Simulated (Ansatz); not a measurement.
Species: BH2, charge 1, singlet. BH2+ (parent SMILES [BH2], singlet).
B3LYP-D3(BJ)/def2-TZVP minimum from Ansatz (a first-principles code):
```xyz
3

B      0.0000     0.0000     0.0000
H      0.0000     0.0000     1.1744
H      0.0000     0.0000    -1.1744
```
Charge +1, spin multiplicity 1.

Total energies in aug-cc-pVQZ, 4 correlated electrons, 1 frozen orbitals. Open shells are spin-unrestricted; no spin-orbit coupling. Cores are frozen in correlated methods. No relativity. The spin of H2B+ (parent SMILES [BH2], singlet) was assumed, and the state is the lowest solution found for it.

```json
[
 {"method": "HF", "program": "Ansatz", "energy (Eh)": "-25.48049", "error against FCI (mEh)": "90.15"},
 {"method": "MP2", "program": "Ansatz", "energy (Eh)": "-25.55395", "error against FCI (mEh)": "16.68"},
 {"method": "CCSD", "program": "Ansatz", "energy (Eh)": "-25.56936", "error against FCI (mEh)": "1.28"},
 {"method": "CCSD(T)", "program": "Ansatz", "energy (Eh)": "-25.57038", "error against FCI (mEh)": "0.25"},
 {"method": "CCSDT(Q)", "program": "Ansatz", "energy (Eh)": "-25.57063", "error against FCI (mEh)": "0.00"},
 {"method": "FCI", "program": "Ansatz", "energy (Eh)": "-25.57064", "error against FCI (mEh)": "0.00"}
]
```

Rough core times of Ansatz's runs on a shared machine: CCSD(T) under 20 s, CCSDT(Q) 60 s, FCI 4 min.
